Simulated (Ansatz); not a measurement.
Breaking the Bi1–H2 bond in BiFH2 (SMILES [F][BiH2]) (multiplicity 1 held, fragments rigid). Energies count from the point at 1.806 Å.
Geometry at that point (charge 0, multiplicity 1):
```xyz
4

Bi    -0.0977    -0.1152     0.1228
H     -1.5778     0.1833    -0.8682
H      0.3239    -1.5108    -0.9431
F      1.0407     1.2094    -0.9316
```

Signs of static correlation in def2-SVP, with CASSCF(2,2), from Ansatz (a program for electronic structure) runs.

```csv
R (Å),T1 of restricted CCSD,⟨S²⟩ of UHF,largest double amplitude of restricted CCSD,weight of the CASSCF reference in MRCISD,CASSCF natural occupations
1.445,0.016,0.000,0.064,0.921,1.98 0.02
1.625,0.017,0.000,0.063,0.921,1.97 0.03
1.806,0.017,0.000,0.063,0.921,1.96 0.04
1.987,0.018,0.000,0.079,0.921,1.94 0.06
2.167,0.019,0.000,0.079,0.921,1.91 0.09
2.438,0.022,0.468,0.212,0.921,1.85 0.15
2.709,0.027,0.742,…,0.921,1.76 0.24
3.161,0.040,0.925,0.463,0.921,1.55 0.45
3.612,0.054,0.983,0.633,0.921,1.34 0.66
4.154,0.065,1.003,…,0.921,1.18 0.82
4.876,0.069,1.009,0.914,0.921,1.07 0.93
5.779,0.069,1.010,0.968,0.921,1.02 0.98
```

**Question.** Complete the blanks.

**Answer.** 
- 2.709, largest double amplitude of restricted CCSD: 0.300
- 4.154, largest double amplitude of restricted CCSD: 0.795

Doubts at one or more of the structures used: a restricted determinant that unrestricted orbitals would lower (R-CCSD(T)/def2-SVP); other coupled-cluster roots lie near (R-CCSD(T)/def2-SVP); T1 above 0.05 (R-CCSD(T)/def2-SVP, U-CCSD(T)/def2-SVP); a spin-contaminated determinant (U-CCSD(T)/def2-SVP).
